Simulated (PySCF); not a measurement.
tin atom (Sn), triplet (all electrons, no relativity).

PySCF was given this input:
```python
from pyscf import gto, scf, dft

mol = gto.Mole()
mol.atom = '''
    Sn    0.000000    0.000000    0.000000
'''
mol.basis = 'sto-3g'
mol.charge = 0
mol.spin = 2
mol.verbose = 4
mol.build()

mf = dft.UKS(mol)
mf.xc = 'mn15'
mf.kernel()
mf.analyze()
```

Give the HOMO energy at the level PySCF with MN15/STO-3G.

-1.05 eV

Predict the total energy from MN15/STO-3G.

-5961.4625 Eh

Give the dipole moment at the level MN15/STO-3G.

0.00 D

Give the <S^2> at the level MN15/STO-3G.

2.000

Give the number of basis functions at the level MN15/STO-3G.

27

These values belong to the state on which the SCF converged, which isn't shown to be the lowest.
